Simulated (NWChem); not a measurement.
All runs are NWChem calculations. System: AlBr₃, charge 0, spin multiplicity 1, optimised in this run. The structure started from a generated list of species. Level: B3LYP/def2-SVP. This build takes 78.918 as the default mass of Se and 79.917 as that of Br, the reverse of their main isotopes.

The NWChem input:

```
start mol
memory heap 200 mb stack 900 mb global 1100 mb
geometry units angstroms
  Al     0.000000     0.000000    -0.000001
  Br     0.000000     0.000000     2.245042
  Br     0.000000    -1.944266    -1.122521
  Br     0.000000     1.944266    -1.122521
  symmetry group C2v
end
basis spherical
  * library def2-svp
end
dft
  xc b3lyp
  semidirect memsize 60000000 filesize 0
  iterations 100
end
driver
  maxiter 80
end
task dft optimize
```

Output (cleaned and shortened):

```
             Northwest Computational Chemistry Package (NWChem) 7.3.0
             --------------------------------------------------------

                                NWChem Input Module
                                -------------------

 Scaling coordinates for geometry "geometry" by  1.889725989
 (inverse scale =  0.529177249)

 Turning off AUTOSYM since
 SYMMETRY directive was detected!

          ------
          auto-z
          ------
  Looking for out-of-plane bends

                             Geometry "geometry" -> ""
                             -------------------------

 Output coordinates in angstroms (scale by  1.889725989 to convert to a.u.)

  No.       Tag          Charge          X              Y              Z
 ---- ---------------- ---------- -------------- -------------- --------------
    1 Al                  13.0000     0.00000000     0.00000000    -0.00000089
    2 Br                  35.0000     0.00000000     0.00000000     2.24504211
    3 Br                  35.0000     0.00000000    -1.94426600    -1.12252089
    4 Br                  35.0000     0.00000000     1.94426600    -1.12252089

 Effective nuclear repulsion energy (a.u.)     821.8616926336

            Nuclear Dipole moment (a.u.)
            ----------------------------
        X                 Y               Z
 ---------------- ---------------- ----------------
     0.0000000000     0.0000000000     0.0000000000

      Symmetry information
      --------------------

 Group name             C2v
 Group number             16
 Group order               4
 No. of unique centers     3

      Symmetry unique atoms

     1    2    3


 Summary of "ao basis" -> "" (spherical)
 ------------------------------------------------------------------------------
       Tag                 Description            Shells   Functions and Types
 ---------------- ------------------------------  ------  ---------------------
 *                          def2-svp                  on all atoms

                           NWChem Geometry Optimization
                           ----------------------------
[...]
    2 Br                  35.0000     0.00000000     0.00000000     2.24525124
    3 Br                  35.0000     0.00000000    -1.94444915    -1.12262522
    4 Br                  35.0000     0.00000000     1.94444915    -1.12262522

 Effective nuclear repulsion energy (a.u.)     821.7847399890

            Nuclear Dipole moment (a.u.)
            ----------------------------
        X                 Y               Z
 ---------------- ---------------- ----------------
     0.0000000000     0.0000000000     0.0000192597

      Symmetry information
      --------------------

 Group name             C2v
 Group number             16
 Group order               4
 No. of unique centers     3

      Symmetry unique atoms

     1    2    3

                Final and change from initial internal coordinates
                --------------------------------------------------

                                Z-matrix (autoz)
                                --------

 Units are Angstrom for bonds and degrees for angles

      Type          Name      I     J     K     L     M      Value       Change
      ----------- --------  ----- ----- ----- ----- ----- ---------- ----------
    1 Stretch                  1     2                       2.24525    0.00021
    2 Stretch                  1     3                       2.24525    0.00021
    3 Stretch                  1     4                       2.24525    0.00021
    4 Bend                     2     1     3               119.99990   -0.00004
    5 Bend                     2     1     4               119.99990   -0.00004
    6 Bend                     3     1     4               120.00019    0.00008
    7 Torsion                  2     1     3     4         180.00000    0.00000
    8 Torsion                  2     1     4     3         180.00000    0.00000
    9 Torsion                  3     1     2     4         180.00000    0.00000
   10 Torsion                  2     4     1     3         180.00000    0.00000
   11 Torsion                  3     2     1     4         180.00000    0.00000
   12 Torsion                  2     3     1     4         180.00000    0.00000

 ==============================================================================
                                internuclear distances
 ------------------------------------------------------------------------------
       center one      |      center two      | atomic units |  angstroms
 ------------------------------------------------------------------------------
    2 Br               |   1 Al               |     4.24291  |     2.24525
    3 Br               |   1 Al               |     4.24292  |     2.24525
    4 Br               |   1 Al               |     4.24292  |     2.24525
 ------------------------------------------------------------------------------
                         number of included internuclear distances:          3
 ==============================================================================

 ==============================================================================
                                 internuclear angles
 ------------------------------------------------------------------------------
        center 1       |       center 2       |       center 3       |  degrees
 ------------------------------------------------------------------------------
    2 Br               |   1 Al               |   3 Br               |   120.00
    2 Br               |   1 Al               |   4 Br               |   120.00
    3 Br               |   1 Al               |   4 Br               |   120.00
 ------------------------------------------------------------------------------
                            number of included internuclear angles:          3
 ==============================================================================

 Task  times  cpu:        6.2s     wall:        6.2s

 Total times  cpu:        6.2s     wall:        6.2s
```
